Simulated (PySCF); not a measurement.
CH5F3Si2, SMILES C[Si@@H]([SiH](F)F)F. Atoms are numbered in the order given.

```xyz
11

C     -2.2005     0.8833    -0.6839
Si    -0.9706    -0.5008    -0.3912
F     -1.5708    -1.5565     0.7251
Si     1.0432     0.3684     0.4607
F      1.4777     1.5741    -0.5628
F      2.2297    -0.7559     0.4148
H     -3.1462     0.4922    -1.1105
H     -2.4366     1.4206     0.2564
H     -1.7702     1.6135    -1.4006
H     -0.7023    -1.2665    -1.6575
H      1.0134     0.9387     1.8486
```

Geometry optimised at PBE-D3(BJ)/def2-SVP. The structure was generated by enumeration; whether it is a known compound was not checked. Other conformers were not sampled.

Level of theory: PBE/def2-TZVP (PySCF).

Task: Estimate the frontier levels, gap, dipole moment and polarisability. (Estimate from the structure and the level; the computed values follow.)

Result: 
```json
{
 "highest_occupied_level": "-7.14 eV",
 "lowest_empty_level": "-1.83 eV",
 "orbital_gap": "5.31 eV",
 "dipole_moment": "2.24 D",
 "quadrupole, principal values (traceless, Buckingham form, about the centre of nuclear charge)": "-8.12, 1.92, 6.21 D·Å",
 "mean_static_polarisability": "64.6 bohr³ (9.57 Å³)",
 "polarisability_principal_values": "56.3, 62.8, 74.7 bohr³"
}
```
